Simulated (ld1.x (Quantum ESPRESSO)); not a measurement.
# An all-electron radial function and its pseudo partner (cobalt)

Columns: radius, all-electron u(r) and pseudo u(r) of the 3d shell (level -8.20 eV) of cobalt in the configuration [Ne] 3s2 3p6 3d7 4s2 4p0; PBE, scalar-relativistic, TM scheme, ld1.x (Quantum ESPRESSO) 7.5.

| r (bohr) | all-electron | pseudo |
| --- | --- | --- |
| 0.048 | 0.0136 | 0.0031 |
| 0.096 | 0.0742 | 0.0240 |
| 0.144 | 0.1756 | 0.0760 |
| 0.192 | 0.2987 | 0.1649 |
| 0.240 | 0.4263 | 0.2873 |
| 0.288 | 0.5467 | 0.4314 |
| 0.336 | 0.6532 | 0.5805 |
| 0.384 | 0.7428 | 0.7176 |
| 0.432 | 0.8149 | 0.8297 |
| 0.480 | 0.8703 | 0.9103 |
| 0.528 | 0.9099 | 0.9593 |
| 0.576 | 0.9355 | 0.9820 |
| 0.624 | 0.9492 | 0.9853 |
| 0.672 | 0.9529 | 0.9765 |
| 0.720 | 0.9485 | 0.9613 |
| 0.768 | 0.9376 | 0.9431 |
| 0.816 | 0.9218 | 0.9234 |
| 0.864 | 0.9023 | 0.9025 |
| 0.912 | 0.8799 | 0.8799 |
| 0.960 | 0.8555 | 0.8555 |
| 1.008 | 0.8298 | 0.8298 |
| 1.056 | 0.8033 | 0.8033 |
| 1.104 | 0.7764 | 0.7764 |
| 1.152 | 0.7494 | 0.7494 |
| 1.200 | 0.7225 | 0.7225 |
| 1.248 | 0.6960 | 0.6960 |

Problem. How many radial nodes do the two functions have?

Solution. The all-electron 3d function has n − l − 1 = 0; the pseudo-wave has 0.

Problem. At about which radius was the pseudo-wave matched?

Solution. 0.96 bohr. The columns agree to 0.0005 from 0.86 bohr on; several derivatives are matched, so the curves merge somewhat inside the radius.

Problem. Where does each function peak?

Solution. Outermost all-electron maximum near 0.67 bohr, pseudo maximum near 0.62 bohr (to the table’s step).

Problem. Is the pseudo-wave norm-conserving?

Solution. Yes: the TM scheme keeps the norm inside the radius equal to the all-electron one, which fixes the energy derivative of the logarithmic derivative at the level.
